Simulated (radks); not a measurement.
Problem. Species: Mg. Configuration: [Ne] 3s2. Method: scalar-relativistic Kohn-Sham, PBE, spin-polarised, spherical densities, point nucleus; computed with a radial shooting solver on a logarithmic mesh with Libxc functionals. Some entries of the table are withheld. Estimate them.

orbital,occ.,eigenvalue (eV),<1/r> (bohr^-1),<r^2> (bohr^2)
1s,2,(1),(2),0.02300
2s,2,-79.8455,(3),0.5856
2p,6,-46.6138,(4),0.6113
3s,2,-4.7055,0.4217,(5)

Solution. 
(1) 1s eigenvalue (eV): -1259.651
(2) 1s <1/r> (bohr^-1): 11.63
(3) 2s <1/r> (bohr^-1): 2.100
(4) 2p <1/r> (bohr^-1): 1.955
(5) 3s <r^2> (bohr^2): 11.65
